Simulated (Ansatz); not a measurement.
Born–Oppenheimer molecular dynamics of a periodic cell of 17 atoms, Mo$_{16}$H (host Mo, host structure bcc, interstitial H). It starts from a relaxed structure.

Theory: Ansatz 0.2.0, DFT PBE, scalar-relativistic, plane waves, PAW. Settings: accuracy low, cutoff 420 eV, k mesh 3x3x3, fermi-dirac smearing 0.05 eV, no spin polarisation.

```yaml
ensemble: NVT, Langevin thermostat
time_step: 0.5 fs
steps_asked: 200
set_temperature: 2400 K
friction: 0.5 /fs
seed: 337697
```

First frame:

```xyz
17
Lattice="6.3000 0.0000 0.0000 0.0000 6.3000 0.0000 0.0000 0.0000 6.3000" Properties=species:S:1:pos:R:3
Mo -0.035 -0.002 0.062
Mo 3.156 -0.002 0.009
Mo 0.003 3.148 0.007
Mo -0.035 -0.002 3.091
Mo 1.578 1.579 1.576
Mo 3.170 3.148 0.013
Mo 3.156 -0.002 3.144
Mo 4.711 1.585 1.576
Mo 0.003 3.148 3.145
Mo 1.578 4.717 1.576
Mo 1.616 1.635 4.726
Mo 3.170 3.148 3.140
Mo 4.711 4.712 1.577
Mo 4.725 1.581 4.726
Mo 1.616 4.662 4.726
Mo 4.725 4.715 4.726
H 0.792 -0.002 4.727
```

(1) What does the run give?

(2) What happens to the structure?

(3) How do temperature and energy run in time?

Results:

(1) All steps were run.

```yaml
steps_done: 200
time_covered: 100 fs
mean_temperature_over_the_second_half: 2501 K
spread_of_the_potential_energy_over_the_second_half: 18.6 meV per atom
mean_potential_energy_of_the_second_half_above_the_start: 102.2 meV per atom
```

A run of 0.1 ps of so small a system gives no equilibrium averages. The friction is so strong that the motion is overdamped, so the time scale means little. Limits of this set-up: coarse k mesh, odd electron count without spin, low accuracy level.

(2) Mean squared displacements from the first frame to the last, about the centre of mass: Mo 0.02 Å², H 1.05 Å². Another seed would give other details.

(3) 
```tsv
time (fs)	T (K)	potential energy less start (eV)
0.0	2259	0.000
3.0	2091	0.089
6.0	2592	0.304
9.0	1827	0.462
12.0	2437	0.522
15.0	1999	0.476
18.0	2335	0.282
21.0	1858	0.338
24.0	3067	0.513
27.0	1626	0.684
30.0	2870	0.583
33.0	2586	0.747
36.0	2045	1.121
39.0	2432	1.274
42.0	2425	1.123
45.0	2572	0.993
48.0	3062	1.132
51.0	2839	1.342
54.0	2039	1.553
57.0	4078	2.225
60.0	2661	1.511
63.0	1952	1.746
66.0	1568	1.460
69.0	2101	1.394
72.0	2357	1.280
75.0	3289	1.522
78.0	2399	1.947
81.0	2126	1.597
84.0	1667	1.632
87.0	1835	1.716
90.0	1705	2.206
93.0	1993	2.253
96.0	2130	2.389
99.0	2017	1.873
```

Time of the run: 10 min on 4 threads of AMD EPYC 9R45 96-Core Processor (Zen 5) (shared host), peak memory 1.6 GiB.
